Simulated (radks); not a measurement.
Valence configurations of Tc (all share [Kr]). Method: scalar-relativistic Kohn-Sham, BLYP, spin-unpolarised, spherical densities, finite nucleus; Fermi nuclear charge, rms radius 4.4112 fm; computed with a radial shooting solver on a logarithmic mesh with Libxc functionals. Energies are relative to 4d5 5s2; eigenvalues in eV.

| valence | E (eV) | e(4d) | e(5p) | e(5s) |
|---|---|---|---|---|
| 4d6 5s1 | -0.844 | -4.357 | - | -4.154 |
| 4d7 | -0.519 | -2.687 | - | - |
| 4d5 5s2 | 0.000 | -6.489 | - | -4.956 |
| 4d6.5 5p0.5 | 0.723 | -4.204 | -1.221 | - |
| 4d5 5s1.5 5p0.5 | 1.843 | -7.210 | -1.699 | -5.454 |
| 4d5 5s1 5p1 | 3.753 | -7.869 | -2.008 | -5.895 |
| 4d4 5s2 5p1 | 6.521 | -10.304 | -2.382 | -6.707 |
| 4d3 5s2 5p2 | 15.894 | -14.142 | -3.302 | -8.273 |
| 4d3 5s1 5p3 | 20.953 | -15.202 | -3.763 | -8.909 |
| 4d1 5s2 5p4 | 43.612 | -21.951 | -5.033 | -11.148 |

NIST lists [Kr] 4d5 5s2 as the ground configuration; this level of theory puts 4d6 5s1 lower, by 0.844 eV. The energies are those of spherical spin-averaged densities, not of single terms.
